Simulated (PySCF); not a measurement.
Unknown compound

Molecular formula: C₅H₁₁NOSi₃. Simulated spectra:

¹H NMR (400 MHz, computed): δ 6.56 (m, 1H), 5.28 (m, 1H), 4.76 (m, 1H), 4.70 (m, 1H), 4.30 (br s, 1H), 3.86 (br s, 1H), 1.93 (s, 3H), 1.00 (m, 1H), 0.79 (m, 1H).

¹³C{¹H} NMR (computed): δ 165.5 (C), 125.5 (C), 92.1 (CH2), 24.9 (CH3), -5.0 (CH2).

Theoretical values (PySCF 2.14.0 with density-fitted response routines): shieldings: GIAO PBE0/pcSseg-1, geometry: GFN2-xTB. Single conformer, isolated molecule, no relativistic terms, one averaged value for each set of equivalent atoms.

Shifts are taken against calculated references (same method and geometry level): ¹H (31.72 ppm) and ¹³C (186.93 ppm) against TMS.

Propose a structure and justify it.

## Answers


- Rings plus π bonds: 4 (1 ring in the answer).
- 5 carbon signals for 5 carbons: no two carbons are equivalent.
- Carbon types of the structure: 2 × C, 2 × CH2, 1 × CH3, leaving 4 H on heteroatoms.
- δC 165.5: alkene carbon bearing oxygen; an sp2 carbon further deshielded by the attached heteroatom.
- δC 125.5: nitrile carbon; this is the usual window of a C≡N carbon, which has no attached hydrogen.
- δC 92.1: β carbon of an enol-ether or enamine type C=C; the O or N lone pair pushes π density onto this β carbon and shields it.
- δC 24.9: allylic methyl carbon; saturated and bonded to C and H only.
- δC -5.0: sp3 CH2 bonded to 2 Si; an electropositive neighbour leaves it electron-rich and shielded.
- δH 4.30, 3.86: hydrogen on a β carbon of an enol-ether or enamine type C=C; lone-pair donation from O or N shields it, upfield of ordinary alkene protons.
- δH 1.93: hydrogen on an allylic methyl carbon; allylic position.

The compound is SMILES C=C(C)O[Si@@H]1[SiH2]C[Si@H]1C#N.

The shifts were computed for this structure.

Shifts are as computed. Against solution values, carbons near 30 ppm lie about +3 ppm off and those near 130 ppm about +5 ppm. Of 1211 compounds with measured shifts, 218 miss one by over three times the rms of a fit or turn the order of signals round; such compounds aren't used in these exercises. Multiplicities follow the n + 1 count of equivalent neighbours, as no J values were calculated; m marks all less simple cases, F and P coupling included.
